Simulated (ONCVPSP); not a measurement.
## What one change does to a pseudopotential (V (Z = 23), ONCV)

ONCVPSP 4.0.1 input, shortened (lines: element, Z, core and valence counts, functional; n l f; lmax; l rc ep ncon nbas qcut; lloc lpopt rc5 dvloc0; l nproj debl; icmod fcfact rcfact), LDA (Perdew-Zunger), scalar-relativistic:

```
  V 23.00    5    2        3      upf
    1    0    2.00
    2    0    2.00
    2    1    6.00
    3    0    2.00
    3    1    6.00
    3    2    3.00
    4    0    2.00
    2
    0    2.70    0.00    5   10    2.80
    1    2.15    0.41    4    8    4.10
    2    1.75    0.00    4    9    7.90
    4    1    1.45    2.00
    0    3    0.90
    1    2    2.20
    2    3    1.50
    3    4.00    1.45
```

Change: d: rc 2.32.

Cutoffs: the cutoffs (Ha) at which the residual kinetic energy of the hardest occupied pseudo-wave falls to 1 and 0.1 mHa per electron; they do not see the model core or the augmentation charge, which bear on the density cutoff. Errors are all-electron minus pseudo energies relative to the spin-unpolarised reference configuration.

Question: How do hardness, ghosts and transferability respond?

Answer: The potential gets softer (26 Ha and 30 Ha → 21 Ha and 24 Ha); both files keep a bound ghost (p); of the 3 tests that both files solve, the error grows in 0 and shrinks in 1 by more than 15 % and 0.3 meV (median size 106.4 → 95.0 meV). A larger radius leaves more room for a smooth pseudo-wave, so fewer plane waves are needed.

| quantity | base | changed |
| --- | --- | --- |
| cutoff, loose | 26 Ha | 21 Ha |
| cutoff, tight | 30 Ha | 24 Ha |
| loose cutoff by channel | s 3.2 Ha, d 26 Ha | s 3.2 Ha, d 21 Ha |
| bound ghosts | p | p |
| GHOST(+) flags under 300 eV | s at 61.8 eV, s at 239.9 eV | s at 61.8 eV, s at 239.9 eV |
| tests with a reliable result | 3 of 4 | 3 of 4 |
| error for 3d3 4s1, meV [ΔE 7.94 eV] | -14 | -12 |
| error for 3d3 4s0, meV [ΔE 22.49 eV] | -106 | -95 |
| error for 3d2 4s0, meV [ΔE 51.64 eV] | -286 | -171 |
| s: phases at 2.74 bohr within 0.05 rad from the reference energy up to (Ha; the scan ends near 5) | 2.1 | 2.1 |
| p: phases at 2.18 bohr within 0.05 rad from the reference energy up to (Ha; the scan ends near 5) | 4.5 | 4.5 |
| rms error of d²Exc/dni dnj with the model core, mHa | 11.25 | 9.76 |

 A true bound ghost makes a file unfit for plane-wave use even where its test errors are small: the radial tests pick states by their node count and pass the ghost by.
